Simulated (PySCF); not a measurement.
2-fluorocyclopent-2-en-1-one (C5H5FO), SMILES C1CC=C(F)C1=O. Atoms are numbered in the order given.

```xyz
12

O      1.7565    -1.0517     0.0000
C      0.8495    -0.2601     0.0000
C      0.9398     1.2580     0.0000
C     -0.5078     1.7693     0.0000
C     -1.3535     0.5310     0.0000
C     -0.5993    -0.5755     0.0000
F     -1.0161    -1.8239     0.0000
H      1.5145     1.5810     0.8814
H      1.5145     1.5810    -0.8814
H     -0.7313     2.3953     0.8802
H     -0.7313     2.3953    -0.8802
H     -2.4452     0.5403     0.0000
```

Geometry: PBE0-D3(BJ)/def2-SVP. One conformer was computed; it need not be the lowest.

Calculation: PySCF with PBE/pcSseg-1.

GIAO shieldings, no solvent; atoms alike by connectivity are averaged. δ = σ(ref) − σ: ¹⁷O against H2O (σ = 334.3 ppm); ¹³C against TMS (σ = 182.0 ppm); ¹⁹F against CFCl3 (σ = 133.6 ppm); ¹H against TMS (σ = 31.49 ppm), references at their B3LYP-D3(BJ)/def2-TZVP geometries, non-relativistic.

```tsv
nucleus	atoms	count	δ (ppm)
¹⁷O	O1	1	612.0
¹³C	C2	1	198.7
¹³C	C6	1	170.4
¹³C	C5	1	143.4
¹³C	C3	1	36.9
¹³C	C4	1	26.7
¹⁹F	F7	1	-156.2
¹H	H12	1	7.06
¹H	H10, H11	2	2.78
¹H	H8, H9	2	2.47
```
